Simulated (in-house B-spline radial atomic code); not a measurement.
Configurations of Ge⁴⁺, with energies counted from [Ar] 3d10. Level of theory: scalar-relativistic (X2C) r2SCAN0, spin-polarised, spherical fractional occupations, exact exchange averaged over the configuration, Fermi nucleus of rms radius 4.0742 fm; calculated with an all-electron radial atomic-structure program (B-spline basis). Shells without spins written out take the highest spin.

Occupations are held fixed; configurations that lie above the ionisation limit could autoionise.

| configuration | E - E(ref) (eV) | highest orbital | its <r> (bohr) |
| --- | --- | --- | --- |
| [Ar] 3d9 4s1 | 29.001 | 4s up | 1.719 |
| [Ne] 3s2 3p5 3d10 4s1 | 120.62 | 4s up | 1.716 |
| [Ne] 3s2 3p5 3d10 4p1 | 132.81 | 4p up | 1.939 |
| [Ne] 3s2 3p5 3d10 4f1 | 161.01 | 4f up | 3.49 |

(1) Order these further configurations by energy, lowest first.
A. [Ar] 3d9 4d1
B. [Ne] 3s2 3p5 3d10 4d1
C. [Ar] 3d9 4f1
D. [Ar] 3d9 4p1

Answers

(1) D (41.156 eV), A (57.719 eV), C (69.263 eV), B (149.43 eV).
